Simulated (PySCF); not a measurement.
Computed properties of C4H7BN2, SMILES CB1C=NCN=C1

C4H7BN2, SMILES N1=CB(C)C=NC1. Geometry optimised at PBE0-D3(BJ)/def2-SVP. The structure was generated by enumeration, and PubChem lists no compound with its InChIKey, so it may never have been made. The values are those of a single conformer. All values are computed for the isolated molecule unless a solvent is named; none is compared with measurement here.

**Structure.** The optimised structure has Cs symmetry. All 36 harmonic modes at PBE0-D3(BJ)/def2-SVP (PySCF) are real, so it is a minimum. With heavy atoms numbered as in [CH3:1][B:2]1[CH:3]=[N:4][CH2:5][N:6]=[CH:7]1, the shortest bond between them is C3–N4 at 1.286 Å and the longest B2–C7 at 1.562 Å.

**Vibrations.** The strongest infrared lines (harmonic, unscaled, degenerate partners summed) lie at 1316 cm⁻¹ (106 km/mol, H 66 %, C 26 %), 1411 cm⁻¹ (87 km/mol, H 64 %, N 13 %, C 11 %, B 11 %), 3077 cm⁻¹ (77 km/mol, H 92 %, C 8 %). The softest mode is at 72 cm⁻¹ and the zero-point energy is 69.8 kcal/mol.

**Electronic structure.** M06-2X/def2-TZVP (PySCF) places the frontier levels at -7.88 and -1.54 eV, a gap of 6.34 eV, and gives a dipole moment of 1.63 D and a mean polarisability of 71.9 bohr³. PBE/def2-TZVP (PySCF) at the same geometry gives -5.11 and -3.34 eV, so its gap is 4.57 eV narrower. An orbital gap is neither the optical nor the fundamental gap.

**Excitations.** TDDFT-M06-2X/def2-SVPD (PySCF) has S1 at 2.53 eV (491 nm, f = 0.000, dark); the most intense of the 10 singlets computed lies at 6.02 eV (f = 0.31). T1 (TDA) is at 2.15 eV. TDDFT-PBE/def2-SVPD (PySCF) puts S1 at 1.91 eV.

**NMR.** GIAO shifts at PBE0/pcSseg-1 (PySCF) (non-relativistic, atoms alike by connectivity averaged): ¹³C from 10.5 to 190.8 ppm against TMS; ¹H from 1.3 to 10.2 ppm against TMS; ¹¹B at 22.7 ppm against BF3.
